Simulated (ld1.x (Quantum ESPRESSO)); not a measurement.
Values are calculated unless marked as measured or tabulated.
**Potentials for oxygen (O) compared**

Generated with ld1.x 7.5 (TM, RRKJ, ultrasoft, PAW), atompaw 4.2 or ONCVPSP 4.0.1. The cutoff is in Ry: for ld1.x and atompaw files where the sum of valence levels is converged to 10 mRy in a Bessel basis, for ONCV files where the hardest occupied wave has 1 mHa per electron of residual kinetic energy. The error is the largest all-electron minus pseudo excitation energy over each file’s own four to seven test configurations (ionisations up to +4, promotions, holes and added fractions of an electron), all of which were solved. The labels leave out finer settings (local radius, basis sizes, second energies), which also bear on the numbers. Spin-polarised tests are not counted. The rows are a selection from randomly drawn settings: files with unsolved tests, undetermined cutoffs or missed reference levels are left out.

| potential | cutoff (Ry) | largest error (meV) | bound ghosts |
| --- | --- | --- | --- |
| TM, PBEsol, non-relativistic, rc 0.85/1.10/1.15 (spd), local d, core correction yes, reference 2s2 2p4 | 100 | +703 | none |
| RRKJ, Wu–Cohen, scalar-relativistic, rc 0.80/1.65 (sp), local smoothed, core correction yes, reference 2s2 2p2 | 140 | +1928 | none |
| TM, PBE, non-relativistic, rc 0.85/1.40/1.30 (spd), local d, core correction no, reference 2s2 2p3.5 | 80 | +1841 | none |
| TM semilocal, PBE, scalar-relativistic, rc 0.80/2.15 (sp), local p, core correction yes, reference 2s2 2p4 | 80 | +7775 | none |
| TM semilocal, PBE, scalar-relativistic, rc 0.80/1.60/1.70 (spd), local p, core correction no, reference 2s1.5 2p4.5 | 80 | +3266 | none |
| ultrasoft, BLYP, scalar-relativistic, rc 0.95/1.65/1.35 (spd), local d, core correction no, reference 2s1.75 2p4.25 | 25 | +506 | none |
| PAW, PBEsol, non-relativistic, rc 1.00/1.50 (sp), local smoothed, core correction yes, reference 2s2 2p3.5 | 35 | -10 | none |

**Question.** Fill in the row for O: RRKJ, PBE, non-relativistic, rc 0.95/2.15/2.30 (spd), local p, core correction yes, reference 2s1.5 2p4.5.

**Answer.** cutoff 90 Ry, largest error +3208 meV, bound ghosts: none.

**Question.** Fill in the row for O: TM, revPBE, non-relativistic, rc 0.75/1.60 (sp), local s, core correction yes, reference 2s2 2p4.

**Answer.** cutoff 80 Ry, largest error +936 meV, bound ghosts: none.
